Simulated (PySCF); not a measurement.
**What settings do to a single point of BiI3**

The sound run of BiI3 (singlet) uses PySCF 2.14.0, RKS r2SCAN, Bi def2-SVP with ECP60, I def2-SVP with ECP28; non-relativistic Hamiltonian with scalar-relativistic core potentials where named; density fitting; no spin-orbit coupling, grid (50, 194), threshold 1e-8 Eh and 55 cycles, at the relaxed geometry:

```xyz
4

Bi    0.0034    0.0000    0.8418
I     2.5169   -0.0006   -0.4596
I    -1.2594    2.1790   -0.4634
I    -1.2607   -2.1783   -0.4633
```

There Bi1 has a Mulliken charge of 0.56 e and the dipole about the centre of mass is 2.83 D. Each run below changes one thing and starts from free metal ions and neutral atoms unless it says otherwise; with 55 cycles, smearing, a level shift and second-order steps follow where DIIS fails, and their cycles count. Energy shifts count from the sound run.

```tsv
change	outcome	cycles	energy shift (eV)	largest force component (eV/Å)	charge on Bi1 (e)	dipole about the centre of mass (D)
threshold 0.001	converged	6	0.0005	0.01	0.57	2.93
grid (15, 26)	converged	10	12.50	0.22	0.57	2.66
```

One further run converged with energy shift (eV) 1.09, largest force component (eV/Å) 2.44, charge on Bi1 (e) 0.63, dipole about the centre of mass (D) 3.81. Which change was it?
A. all coordinates × 1.12
B. I2 put 1.1 Å from Bi1, limit 70 cycles
C. start from a density of up to 30 smeared cycles (not counted)

A.

And the other changes listed?


| change | outcome | cycles | energy shift (eV) | largest force component (eV/Å) | charge on Bi1 (e) | dipole about the centre of mass (D) |
| --- | --- | --- | --- | --- | --- | --- |
| start from a density of up to 30 smeared cycles (not counted) | converged | 9 | 0.0000 | 0.00 | 0.56 | 2.83 |
| I2 put 1.1 Å from Bi1, limit 70 cycles | converged | 9 | 296.84 | 1113.13 | 1.26 | 6.90 |

Unsound on purpose, so not properties of the compound: I2 put 1.1 Å from Bi1, limit 70 cycles; grid (15, 26).

Forces carry noise of the integration grid, about 0.01 to 0.03 eV/Å.

No frequency check is given that shows the relaxed geometry to be a minimum.
